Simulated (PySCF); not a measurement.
TaOCl₂, SMILES [O]=[Ta+]([Cl])[Cl], charge +1, multiplicity 1.

Geometry: PBE0-D3(BJ)/def2-SVP. The spin state was assumed, not searched. The isomer is the one that the SMILES or the coordinates give; other isomers of the formula were not compared. The def2 effective core potentials stand for the cores of Ta; spin–orbit coupling is left out.

All values below come from PySCF 2.14.0 with PBE0-D3(BJ)/def2-SVP.

Frequencies are harmonic and unscaled.

Problem. Estimate the vibrational spectrum. (The exact figures need the calculation; the answer reports its results.)

Solution. 
```csv
mode,ν (cm⁻¹),IR (km/mol),Raman (Å⁴/amu),depolarisation,moving atoms (share of kinetic energy)
1,120,2.5,3.2,0.72,"Cl 84 %, Ta 15 %"
2,203,10.3,3.0,0.74,"O 62 %, Cl 24 %, Ta 14 %"
3,247,2.8,3.4,0.75,"O 77 %, Cl 19 %"
4,452,20.6,14.4,0.10,"Cl 86 %, Ta 14 %"
5,455,65.5,4.2,0.75,"Cl 77 %, Ta 22 %"
6,1079,99.5,21.9,0.15,"O 92 %, Ta 8 %"
```
